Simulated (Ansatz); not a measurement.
# Pulling the pair apart

The pair of H2 (SMILES [H][H], atoms 1–2) and AlF3 (SMILES F[Al](F)F, atoms 3–6), both closed shells, in one local arrangement (a lower one may exist), relaxed at PBE0-D4/def2-TZVP:

H1  (0.651, 0.631, -1.184)
H2  (0.137, 0.163, -1.485)
F3  (0.354, -1.717, 0.453)
Al4  (-0.177, -0.178, 0.596)
F5  (0.796, 0.956, 1.263)
F6  (-1.761, 0.146, 0.357)
(Å)

AlF3 is shifted rigidly along the line between the mean atom positions of the two fragments (negative: closer). Counterpoise interaction energies in kcal/mol. Computed with Ansatz 0.2.0 (basis: def2-TZVPPD); correlated methods freeze the cores.

```json
{"shift (Å)": "-0.21", "PBE-D4": "-4.04", "HF": "-1.61", "PBE0-D4": "-4.93"}
{"shift (Å)": "-0.11", "PBE-D4": "-5.17", "HF": "-3.06", "PBE0-D4": "-5.92"}
{"shift (Å)": "0.00", "PBE-D4": "-5.60", "HF": "-3.67", "PBE0-D4": "-6.19"}
{"shift (Å)": "0.11", "PBE-D4": "-5.62", "HF": "-3.79", "PBE0-D4": "-6.05"}
{"shift (Å)": "0.25", "PBE-D4": "-5.14", "HF": "-3.53", "PBE0-D4": "-5.40"}
{"shift (Å)": "0.53", "PBE-D4": "-3.83", "HF": "-2.62", "PBE0-D4": "-3.89"}
{"shift (Å)": "1.06", "PBE-D4": "-1.90", "HF": "-1.22", "PBE0-D4": "-1.84"}
{"shift (Å)": "2.12", "PBE-D4": "-0.48", "HF": "-0.29", "PBE0-D4": "-0.46"}
```

(1) What does CCSD(T) give at these shifts? (Judge from chemistry; the value comes from the calculation.)

No T1 diagnostic of these runs exceeds 0.013.

Results:

(1) By the calculation: -3.36, -4.56, -4.96, -4.89, -4.41, -3.20, -1.48, -0.34 kcal/mol. For zero shift, CCSD(T) at an estimated basis limit (MP2 extrapolated from triple and quadruple zeta, plus CCSD(T) − MP2 in triple zeta) gives -5.52 kcal/mol. These are counterpoise interaction energies, counted from the two frozen fragments.

For scale, one of the runs: CCSD(T)/def2-TZVPPD, 202 basis functions, launched by `ansatz run in.yaml --threads 4 --pin off --events-out ev --progress --plain --max-ram 9574MiB`. The run took 29 s on 4 CPU threads of an Intel Xeon Platinum 8259CL (shared host), with 2.6 GiB of host memory at its peak.
